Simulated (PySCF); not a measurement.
A side-by-side comparison of computed properties.

First species: C4H10OSi.
Numbering: `[CH2:1]=[CH:2][CH2:3][CH2:4][SiH2:5][OH:6]` (hydrogens: H7, H8 on C1; H9 on C2; H10, H11 on C3; H12, H13 on C4; H14, H15 on Si5; H16 on O6)

Second species: C4H10OSi.
Bonds: C1–C2 (double), C2–C3, C3–Si4, Si4–O5, O5–C6. Hydrogens: H7, H8 on C1; H9 on C2; H10, H11 on C3; H12, H13 on Si4; H14, H15, H16 on C6.

Levels: B3LYP/def2-SVPD for dipole moment, HOMO energy, LUMO energy, HOMO–LUMO gap, static isotropic polarisability and electronic spatial extent ⟨r²⟩ about the centre of nuclear charge; TDDFT B3LYP/def2-SVPD for lowest singlet excitation; TDA B3LYP/def2-SVPD for lowest triplet excitation (Tamm–Dancoff); ΔSCF B3LYP/def2-SVPD for vertical ionisation energy; PBE0-D3(BJ)/def2-SVP for rotational constant A and rotational constant C. Geometries: PBE0-D3(BJ)/def2-SVP. Each species is one conformer at its optimised geometry, gas phase, non-relativistic unless stated; the electronic structure was computed with PySCF and density fitting.

The conformers computed, where there is a choice (atom-mapped SMILES and torsion angles):
- `[CH2:1]=[CH:2][CH2:3][CH2:4][SiH2:5][OH:6]`: C1–C2–C3–C4 -117°, C2–C3–C4–Si5 -178°, C3–C4–Si5–O6 177°, H–O6–Si5–C4 69°
- `[CH2:1]=[CH:2][CH2:3][SiH2:4][O:5][CH3:6]`: C1–C2–C3–Si4 111°, C2–C3–Si4–O5 60°, C3–Si4–O5–C6 -177°

Values for the first species:

| Quantity | Value |
| --- | --- |
| Dipole moment | 1.39 D |
| HOMO energy | -7.23 eV |
| LUMO energy | -0.24 eV |
| HOMO–LUMO gap | 6.99 eV |
| Lowest singlet excitation | 6.36 eV |
| Lowest triplet excitation (Tamm–Dancoff) | 4.43 eV |
| Static isotropic polarisability | 82.5 au |
| Vertical ionisation energy | 9.33 eV |
| Electronic spatial extent ⟨r²⟩ about the centre of nuclear charge | 1240 bohr² |
| Rotational constant A | 11.059 GHz |
| Rotational constant C | 0.935 GHz |

Q: Estimate the same properties for the second species, and the change in each.

A: 
```tsv
property	first	second	second less first
dipole moment	1.39 D	0.76 D	-0.63 D
HOMO energy	-7.23 eV	-6.93 eV	+0.30 eV
LUMO energy	-0.24 eV	-0.20 eV	+0.04 eV
HOMO–LUMO gap	6.99 eV	6.73 eV	-0.26 eV
lowest singlet excitation	6.36 eV	6.28 eV	-0.08 eV
lowest triplet excitation (Tamm–Dancoff)	4.43 eV	4.27 eV	-0.16 eV
static isotropic polarisability	82.5 au	83.0 au	+0.5 au
vertical ionisation energy	9.33 eV	9.13 eV	-0.20 eV
electronic spatial extent ⟨r²⟩ about the centre of nuclear charge	1240 bohr²	1028 bohr²	-212 bohr²
rotational constant A	11.059 GHz	6.063 GHz	-4.996 GHz
rotational constant C	0.935 GHz	1.226 GHz	+0.291 GHz
```

On the first: No computed singlet falls in the visible range (750 to 380 nm, 1.65 to 3.26 eV); S1 lies 3.10 eV above its blue end. The 10 singlets span 6.36 to 7.84 eV, and their oscillator strengths add up to 0.60.

On the second: The principal polarisabilities are 69.9, 76.2 and 102.9 au; their mean is the isotropic value. The dipole matches unit charges of opposite sign 0.16 Å apart (1 e·Å = 4.8032 D).
